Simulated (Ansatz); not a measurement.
The same path of B2H3NSi (7 atoms, charge 0, multiplicity 1) was run 3 times with different band settings. The coordinate that changes most is the dihedral H5–N1–Si2–B3.

All numbers below come from Ansatz, RKS PBE-D4/STO-3G.

Relaxed end points:

```xyz
7
Properties=species:S:1:pos:R:3
N -1.745 0.553 -1.055
Si -0.460 -0.120 -0.242
B 0.835 0.142 1.229
B 1.477 -0.284 -0.018
H -2.532 -0.181 -1.177
H 0.354 0.506 2.233
H 2.071 -0.616 -0.971
```

```xyz
7
Properties=species:S:1:pos:R:3
N -1.923 -0.344 -0.783
Si -0.367 0.110 -0.410
B 0.832 0.183 1.195
B 1.482 -0.293 -0.031
H -2.458 0.485 -1.230
H 0.264 0.484 2.176
H 2.169 -0.625 -0.918
```

Common settings: spring 5.0 eV/Å²; optimiser quadratic models (default); start path through a guess of the saddle point; iteration limit 60; end points relaxed.

| run | movable images | climbing image | force threshold |
| --- | --- | --- | --- |
| 1 | 7 | yes | 0.05 eV/Å |
| 2 | 4 | no | 0.05 eV/Å |
| 3 | 7 | yes | 0.5 eV/Å |

Task: What does each run give, and how far can it be trusted?

Result: Run 1: converged after 40 iterations, highest image 0.453 eV above the first end. A vibrational analysis at the climbing image gives one clearly imaginary mode, 529i cm⁻¹: a first-order saddle point.
Run 2: converged after 10 iterations, highest image 0.531 eV above the first end. No image climbed, so the highest image needn't sit at the top of the path.
Run 3: converged after 5 iterations, highest image 0.542 eV above the first end. The threshold of 0.5 eV/Å is loose, so the images may lie well off the minimum-energy path. The order of the point at the top wasn't checked.
Limits of this set-up: minimal basis.
